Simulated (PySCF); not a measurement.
propan-2-ylcyclopropane (C6H12), SMILES C1CC1C(C)C. Geometry optimised at PBE-D3(BJ)/def2-SVP. The values are those of a single conformer.

Question: Give the equilibrium geometry at PBE-D3(BJ)/def2-SVP (PySCF confirms it by a frequency run) as bond lengths and angles. (An estimate is asked for; the answer gives what the named calculation found.)

Answer: This is not unique; one that fits is 
Atoms: C1 C2 C3 C4 C5 C6 H7 H8 H9 H10 H11 H12 H13 H14 H15 H16 H17 H18. Bonded distances (Å): C1–C2 1.536, C1–H7 1.109, C1–H8 1.110, C1–H9 1.109, C2–C3 1.533, C2–C4 1.529, C2–H10 1.115, C3–H11 1.110, C3–H12 1.108, C3–H13 1.109, C4–C5 1.510, C4–C6 1.513, C4–H14 1.105, C5–C6 1.513, C5–H15 1.101, C5–H16 1.101, C6–H17 1.102, C6–H18 1.101. Angles (°): C2–C1–H7 111.5, C2–C1–H8 110.6, C2–C1–H9 111.5, H7–C1–H8 107.4, H7–C1–H9 107.8, H8–C1–H9 107.8, C1–C2–C3 110.8, C1–C2–C4 109.8, C1–C2–H10 107.7, C3–C2–C4 114.5, C3–C2–H10 107.2, C4–C2–H10 106.4, C2–C3–H11 111.6, C2–C3–H12 112.3, C2–C3–H13 110.4, H11–C3–H12 108.0, H11–C3–H13 107.0, H12–C3–H13 107.3, C2–C4–C5 124.0, C2–C4–C6 122.8, C2–C4–H14 111.9, C5–C4–C6 60.1, C5–C4–H14 114.6, C6–C4–H14 114.4, C4–C5–C6 60.1, C4–C5–H15 118.5, C4–C5–H16 118.2, C6–C5–H15 117.5, C6–C5–H16 118.7, H15–C5–H16 113.8, C4–C6–C5 59.9, C4–C6–H17 118.3, C4–C6–H18 118.5, C5–C6–H17 117.4, C5–C6–H18 118.8, H17–C6–H18 113.8.
